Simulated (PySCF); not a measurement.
C₄H₁₀O₃SSi.
Numbering: `[O:1]=[S:2](=[O:3])([OH:4])[C@H:5]1[CH2:6][CH2:7][SiH2:8][CH2:9]1` (hydrogens: H10 on O4; H11 on C5; H12, H13 on C6; H14, H15 on C7; H16, H17 on Si8; H18, H19 on C9)

The same species was optimised twice, with GFN2-xTB and with PBE0-D3(BJ)/def2-SVP (PySCF), and the same property calculations (PySCF, gas phase) were run on both structures.

```
     coordinate  GFN2-xTB  PBE0-D3(BJ)/def2-SVP  change
      S2=O3 (Å)     1.437                 1.461  +0.024
      C5–C9 (Å)     1.510                 1.530  +0.020
      C5–C6 (Å)     1.516                 1.535  +0.019
      O1=S2 (Å)     1.429                 1.446  +0.017
      C6–C7 (Å)     1.530                 1.537  +0.007
     C7–Si8 (Å)     1.907                 1.900  -0.007
     Si8–C9 (Å)     1.912                 1.913  +0.001
      S2–C5 (Å)     1.801                 1.800  -0.001
      S2–O4 (Å)     1.630                 1.630   0.000
   S2–C5–C9 (°)     105.0                 109.9    +4.9
   O1–S2–O3 (°)     117.2                 121.1    +3.9
   O1–S2–C5 (°)     112.4                 109.0    -3.4
   C5–C6–C7 (°)     107.4                 109.8    +2.4
   S2–C5–C6 (°)     106.0                 108.3    +2.3
   O3–S2–C5 (°)     112.0                 110.1    -1.9
   O4–S2–C5 (°)      99.0                 100.6    +1.6
  C5–C9–Si8 (°)     102.6                 104.1    +1.5
O1–S2–C5–C6 (°)        48                    55      +7
```

Rotational constants: A = 2105, B = 1065, C = 981.2 MHz (GFN2-xTB) against A = 2151, B = 963.3, C = 879.5 MHz (PBE0-D3(BJ)/def2-SVP). Point groups within 0.08 Å: C1 and C1.

On the GFN2-xTB structure: HOMO (eV) -8.50 [PBE0/pcSseg-1]; LUMO (eV) 0.65 [PBE0/pcSseg-1]; dipole (D) 2.59 [PBE0/pcSseg-1]; GIAO shielding of O1 (ppm) 108.9 [PBE0/pcSseg-1]; GIAO shielding of S2 (ppm) 157.7 [PBE0/pcSseg-1]; GIAO shielding of O3 (ppm) 97.1 [PBE0/pcSseg-1]; GIAO shielding of O4 (ppm) 137.6 [PBE0/pcSseg-1]; GIAO shielding of C5 (ppm) 118.1 [PBE0/pcSseg-1]; GIAO shielding of C6 (ppm) 157.5 [PBE0/pcSseg-1]; GIAO shielding of C7 (ppm) 178.9 [PBE0/pcSseg-1]; GIAO shielding of Si8 (ppm) 383.1 [PBE0/pcSseg-1].

What do these properties become on the PBE0-D3(BJ)/def2-SVP structure?

| property | level | on GFN2-xTB | on PBE0-D3(BJ)/def2-SVP | change |
| --- | --- | --- | --- | --- |
| HOMO (eV) | PBE0/pcSseg-1 | -8.50 | -8.64 | -0.14 |
| LUMO (eV) | PBE0/pcSseg-1 | 0.65 | 0.53 | -0.12 |
| dipole (D) | PBE0/pcSseg-1 | 2.59 | 3.24 | +0.65 |
| energy, GFN2-xTB geometry as zero (kcal/mol) | PBE0/pcSseg-1 | 0.0 | -7.6 | -7.6 |
| GIAO shielding of O1 (ppm) | PBE0/pcSseg-1 | 108.9 | 98.4 | -10.5 |
| GIAO shielding of S2 (ppm) | PBE0/pcSseg-1 | 157.7 | 147.9 | -9.8 |
| GIAO shielding of O3 (ppm) | PBE0/pcSseg-1 | 97.1 | 91.0 | -6.1 |
| GIAO shielding of O4 (ppm) | PBE0/pcSseg-1 | 137.6 | 124.9 | -12.7 |
| GIAO shielding of C5 (ppm) | PBE0/pcSseg-1 | 118.1 | 115.0 | -3.1 |
| GIAO shielding of C6 (ppm) | PBE0/pcSseg-1 | 157.5 | 154.1 | -3.4 |
| GIAO shielding of C7 (ppm) | PBE0/pcSseg-1 | 178.9 | 178.8 | -0.1 |
| GIAO shielding of Si8 (ppm) | PBE0/pcSseg-1 | 383.1 | 376.3 | -6.8 |

The heavy atoms differ by 0.168 Å rms after alignment. Among bonds between heavy atoms S2=O3 changes most (+0.024 Å). Changes are differences of the printed values. Neither structure is proved a minimum here.
